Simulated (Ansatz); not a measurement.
**Nudged elastic band run: CH$_{5}$F$_{3}$OSi**

Input file:

```yaml
crystal:
  periodic: [false, false, false]
  atoms:
    - { symbol: Si, position_ang: [-0.306036, 0.618758, 1.102618] }
    - { symbol: O, position_ang: [-0.016753, -0.519025, -0.093173] }
    - { symbol: C, position_ang: [-0.423655, -0.342817, -1.462077] }
    - { symbol: F, position_ang: [-1.82932, 1.170774, 0.867376] }
    - { symbol: F, position_ang: [0.648047, 1.925457, 0.900923] }
    - { symbol: H, position_ang: [-0.175173, 0.028768, 2.438386] }
    - { symbol: H, position_ang: [1.523838, -1.043203, 0.497378] }
    - { symbol: F, position_ang: [2.157732, -0.91005, 1.182787] }
    - { symbol: H, position_ang: [-0.472924, -1.33828, -1.924103] }
    - { symbol: H, position_ang: [-1.415779, 0.131747, -1.5097] }
    - { symbol: H, position_ang: [0.309921, 0.27797, -2.000615] }
basis:
  gaussian: { orbitals: cc-pVDZ }
hamiltonian:
  xc: b3lyp
  dispersion: d4
neb:
  order_check: false
  images: 9
  f_tol: 0.05
  max_iterations: 40
  final_atoms:
    - { symbol: Si, position_ang: [-0.01050219, 0.43165643, 1.72567318] }
    - { symbol: O, position_ang: [0.64912735, 0.20044527, -0.76060488] }
    - { symbol: C, position_ang: [-0.29254589, -0.37596654, -1.66388925] }
    - { symbol: F, position_ang: [-1.43057358, 0.28660605, 0.93369925] }
    - { symbol: F, position_ang: [0.79330119, 1.80514933, 1.39163009] }
    - { symbol: H, position_ang: [-0.36857482, 0.49740455, 3.1564123] }
    - { symbol: H, position_ang: [1.39066025, -0.41515444, -0.66329984] }
    - { symbol: F, position_ang: [0.93534775, -0.89787814, 1.58166152] }
    - { symbol: H, position_ang: [-0.65787847, -1.35842885, -1.31514603] }
    - { symbol: H, position_ang: [-1.14706974, 0.31063085, -1.71179229] }
    - { symbol: H, position_ang: [0.13860613, -0.4843655, -2.67454404] }
  initial_path:
    images:
      - { positions_ang: [[-0.306036, 0.618758, 1.102618], [-0.016753, -0.519025, -0.093173], [-0.423655, -0.342817, -1.462077], [-1.82932, 1.170774, 0.867376], [0.648047, 1.925457, 0.900923], [-0.175173, 0.028768, 2.438386], [1.523838, -1.043203, 0.497378], [2.157732, -0.91005, 1.182787], [-0.472924, -1.33828, -1.924103], [-1.415779, 0.131747, -1.5097], [0.309921, 0.27797, -2.000615]] }
      - { positions_ang: [[-0.26268388, 0.60271415, 1.149924], [0.07577586, -0.36844825, -0.20036003], [-0.41497241, -0.37004338, -1.47064378], [-1.74883544, 1.201667, 0.88183482], [0.67896487, 1.89182862, 1.07951392], [-0.2525027, -0.08769479, 2.37610857], [1.49448303, -0.90670928, 0.39830853], [2.04980886, -0.8263834, 1.1810971], [-0.51275778, -1.36066094, -1.75834495], [-1.38819494, 0.12738155, -1.54904402], [0.28081253, 0.09644773, -2.08859416]] }
      - { positions_ang: [[-0.21933176, 0.58667029, 1.19722999], [0.16830471, -0.21787151, -0.30754705], [-0.40628982, -0.39726976, -1.47921056], [-1.66835089, 1.23256001, 0.89629365], [0.70988275, 1.85820025, 1.25810484], [-0.32983239, -0.20415759, 2.31383114], [1.46512806, -0.77021557, 0.29923906], [1.94188573, -0.74271679, 1.17940721], [-0.55259156, -1.38304188, -1.59258689], [-1.36061089, 0.1230161, -1.58838805], [0.25170405, -0.08507455, -2.17657333]] }
      - { positions_ang: [[-0.17597964, 0.57062644, 1.24453599], [0.26083357, -0.06729476, -0.41473408], [-0.39760722, -0.42449615, -1.48777734], [-1.58786633, 1.26345301, 0.91075247], [0.74080062, 1.82457187, 1.43669576], [-0.40716209, -0.32062038, 2.2515537], [1.43577309, -0.63372185, 0.20016959], [1.83396259, -0.65905019, 1.17771731], [-0.59242534, -1.40542282, -1.42682884], [-1.33302683, 0.11865065, -1.62773207], [0.22259558, -0.26659682, -2.26455249]] }
      - { positions_ang: [[-0.13262751, 0.55458259, 1.29184198], [0.35336243, 0.08328198, -0.5219211], [-0.38892463, -0.45172253, -1.49634411], [-1.50738177, 1.29434602, 0.92521129], [0.77171849, 1.79094349, 1.61528668], [-0.48449178, -0.43708318, 2.18927627], [1.40641812, -0.49722813, 0.10110011], [1.72603946, -0.57538358, 1.17602741], [-0.63225912, -1.42780376, -1.26107079], [-1.30544278, 0.11428519, -1.6670761], [0.1934871, -0.44811909, -2.35253165]] }
      - { positions_ang: [[-0.08927539, 0.53853873, 1.33914798], [0.44589129, 0.23385873, -0.62910813], [-0.38024204, -0.47894891, -1.50491089], [-1.42689722, 1.32523902, 0.93967012], [0.80263637, 1.75731512, 1.7938776], [-0.56182148, -0.55354597, 2.12699884], [1.37706315, -0.36073442, 0.00203064], [1.61811632, -0.49171698, 1.17433751], [-0.6720929, -1.4501847, -1.09531273], [-1.27785872, 0.10991974, -1.70642012], [0.16437863, -0.62964137, -2.44051081]] }
      - { positions_ang: [[-0.07352075, 0.51716227, 1.41645302], [0.4865385, 0.22717604, -0.65540748], [-0.36270281, -0.45835244, -1.53670656], [-1.42763249, 1.11751243, 0.93847594], [0.80076933, 1.76688196, 1.71342809], [-0.52317215, -0.34335587, 2.33288153], [1.37978257, -0.37161842, -0.13103545], [1.48156261, -0.57294921, 1.25580231], [-0.66925001, -1.43183353, -1.13927939], [-1.25170092, 0.15006196, -1.70749456], [0.15922413, -0.60058619, -2.48731746]] }
      - { positions_ang: [[-0.05776611, 0.49578581, 1.49375806], [0.52718571, 0.22049334, -0.68170683], [-0.34516358, -0.43775596, -1.56850224], [-1.42836776, 0.90978583, 0.93728177], [0.7989023, 1.7764488, 1.63297859], [-0.48452282, -0.13316576, 2.53876422], [1.38250199, -0.38250243, -0.26410155], [1.34500889, -0.65418144, 1.33726711], [-0.66640713, -1.41348236, -1.18324605], [-1.22554313, 0.19020418, -1.70856899], [0.15406963, -0.57153102, -2.5341241]] }
      - { positions_ang: [[-0.04201147, 0.47440935, 1.5710631], [0.56783293, 0.21381065, -0.70800618], [-0.32762435, -0.41715949, -1.60029791], [-1.42910303, 0.70205924, 0.9360876], [0.79703526, 1.78601564, 1.55252909], [-0.44587348, 0.07702434, 2.74464692], [1.38522141, -0.39338643, -0.39716765], [1.20845518, -0.73541368, 1.41873191], [-0.66356424, -1.39513119, -1.22721271], [-1.19938533, 0.23034641, -1.70964342], [0.14891513, -0.54247584, -2.58093075]] }
      - { positions_ang: [[-0.02625683, 0.45303289, 1.64836814], [0.60848014, 0.20712796, -0.73430553], [-0.31008512, -0.39656301, -1.63209358], [-1.42983831, 0.49433264, 0.93489342], [0.79516822, 1.79558249, 1.47207959], [-0.40722415, 0.28721445, 2.95052961], [1.38794083, -0.40427043, -0.53023375], [1.07190147, -0.81664591, 1.50019672], [-0.66072135, -1.37678002, -1.27117937], [-1.17322753, 0.27048863, -1.71071786], [0.14376063, -0.51342067, -2.6277374]] }
      - { positions_ang: [[-0.01050219, 0.43165643, 1.72567318], [0.64912735, 0.20044527, -0.76060488], [-0.29254589, -0.37596654, -1.66388925], [-1.43057358, 0.28660605, 0.93369925], [0.79330119, 1.80514933, 1.39163009], [-0.36857482, 0.49740455, 3.1564123], [1.39066025, -0.41515444, -0.66329984], [0.93534775, -0.89787814, 1.58166152], [-0.65787847, -1.35842885, -1.31514603], [-1.14706974, 0.31063085, -1.71179229], [0.13860613, -0.4843655, -2.67454404]] }
```

Command:

```bash
$ ansatz run input.yaml --threads 2 --pin off --max-ram 3072MiB --backend cpu --events-out ev --progress --plain --runs-dir out
```

Output, in part (warnings, iteration lines, the closing report on the highest movable image, with atoms numbered from 0):

```
NEB end point (image 0): max|allowed force component| = 2.560e-2 eV/Å (the criterion of neb.relax_end_points is 1.000e-2)
NEB end point (image 10): max|allowed force component| = 1.397e-2 eV/Å (the criterion of neb.relax_end_points is 1.000e-2)
NEB iter   1: max|band force component| = 6.635e0 eV/Å  barrier→ = 1.5403 eV  barrier← = 1.8162 eV  Δτ_max = 0.1999 Å  (287 SCF iters)
NEB iter   2: max|band force component| = 2.828e0 eV/Å  barrier→ = 0.7323 eV  barrier← = 1.0083 eV  Δτ_max = 0.1997 Å  (262 SCF iters)
NEB iter   3: max|band force component| = 2.689e0 eV/Å  barrier→ = 0.6430 eV  barrier← = 0.9190 eV  Δτ_max = 0.1995 Å  (257 SCF iters)
NEB iter   4: max|band force component| = 6.893e-1 eV/Å  barrier→ = 0.5505 eV  barrier← = 0.8264 eV  Δτ_max = 0.1999 Å  (253 SCF iters)
NEB iter   5: max|band force component| = 9.798e-1 eV/Å  barrier→ = 0.5149 eV  barrier← = 0.7909 eV  Δτ_max = 0.1028 Å  (257 SCF iters)
NEB iter   6: max|band force component| = 6.022e-1 eV/Å  barrier→ = 0.4196 eV  barrier← = 0.6955 eV  CI = image 5  Δτ_max = 0.1013 Å  (253 SCF iters)
NEB iter   7: max|band force component| = 4.598e-1 eV/Å  barrier→ = 0.4822 eV  barrier← = 0.7581 eV  CI = image 5  Δτ_max = 0.1010 Å  (255 SCF iters)
NEB iter   8: max|band force component| = 2.955e-1 eV/Å  barrier→ = 0.5079 eV  barrier← = 0.7838 eV  CI = image 5  Δτ_max = 0.0842 Å  (254 SCF iters)
NEB iter   9: max|band force component| = 1.170e-1 eV/Å  barrier→ = 0.4981 eV  barrier← = 0.7740 eV  CI = image 5  Δτ_max = 0.0996 Å  (257 SCF iters)
NEB iter  10: max|band force component| = 7.764e-2 eV/Å  barrier→ = 0.4936 eV  barrier← = 0.7696 eV  CI = image 5  Δτ_max = 0.0838 Å  (259 SCF iters)
NEB iter  11: max|band force component| = 8.720e-2 eV/Å  barrier→ = 0.4921 eV  barrier← = 0.7681 eV  CI = image 5  Δτ_max = 0.0387 Å  (263 SCF iters)
NEB iter  12: max|band force component| = 3.703e-2 eV/Å  barrier→ = 0.4917 eV  barrier← = 0.7676 eV  CI = image 5  Δτ_max = 0.0180 Å  (472 SCF iters)
NEB iter  13: max|band force component| = 5.191e-2 eV/Å  barrier→ = 0.4914 eV  barrier← = 0.7673 eV  CI = image 5  Δτ_max = 0.0204 Å  (30 SCF iters)
NEB iter  14: max|band force component| = 5.650e-2 eV/Å  barrier→ = 0.4912 eV  barrier← = 0.7672 eV  CI = image 5  Δτ_max = 0.0102 Å  (243 SCF iters)
NEB iter  15: max|band force component| = 3.620e-2 eV/Å  barrier→ = 0.4912 eV  barrier← = 0.7671 eV  CI = image 5  Δτ_max = 0.0000 Å  (468 SCF iters)
Total energy: -19198.43368210 eV, -705.5294246514 hartree
Atom 0 at    -0.009926     0.505009     1.231089 Å, force     0.006932    -0.003133    -0.006386 eV/Å
Atom 1 at     0.418997    -0.072665    -0.408245 Å, force    -0.001206    -0.005694     0.007460 eV/Å
Atom 2 at    -0.419559    -0.448485    -1.513041 Å, force    -0.003901     0.000482    -0.005550 eV/Å
Atom 3 at    -1.479157     1.106101     0.735072 Å, force     0.000029     0.002568     0.000744 eV/Å
Atom 4 at     0.770160     1.891466     1.594540 Å, force    -0.001487     0.002876     0.001358 eV/Å
Atom 5 at    -0.445658    -0.375744     2.326894 Å, force    -0.000239    -0.001340    -0.000225 eV/Å
Atom 6 at     1.341363    -0.551653     0.121511 Å, force     0.002431    -0.000246     0.002142 eV/Å
Atom 7 at     1.697093    -0.455431     1.266151 Å, force    -0.003779     0.003063    -0.000665 eV/Å
Atom 8 at    -0.708323    -1.507413    -1.428367 Å, force     0.001181     0.000911    -0.000339 eV/Å
Atom 9 at    -1.310129     0.190823    -1.485388 Å, force     0.000615    -0.000530     0.000977 eV/Å
Atom 10 at     0.145038    -0.281909    -2.440417 Å, force    -0.000577     0.001043     0.000483 eV/Å
Dipole moment:    -0.141768    -0.557477    -0.630773 e Å
```

The run converged. The band force fell under the threshold earlier too, but the program's further tests of the path sent the band on. A vibrational analysis at the climbing image gives one clearly imaginary mode, 753i cm⁻¹: a first-order saddle point. The orbitals stay closed-shell, which can raise the energy where a bond breaks towards radicals; this wasn't checked here.

Final band (atoms are numbered from 1 in the order of the input):

```tsv
image	path coordinate (Å)	energy (kcal/mol)	Si1–O2 (Å)	H7–F8 (Å)	Si1–F8 (Å)
0	0.00	0.0	1.68	0.94	2.90
1	0.47	0.1	1.68	0.94	2.84
2	0.93	0.5	1.68	0.94	2.79
3	1.40	1.0	1.68	0.95	2.73
4	1.86	4.2	1.71	0.98	2.32
5	2.33	11.3	1.79	1.20	1.96
6	2.83	3.1	1.91	1.72	1.74
7	3.32	0.7	2.02	1.98	1.70
8	3.82	-1.4	2.14	2.04	1.68
9	4.32	-4.8	2.35	2.14	1.65
10	4.81	-6.4	2.58	2.34	1.64
```

Time of the run: 7.8 min on 2 threads of Arm Neoverse V1, with other jobs on the host, peak memory 0.29 GiB.
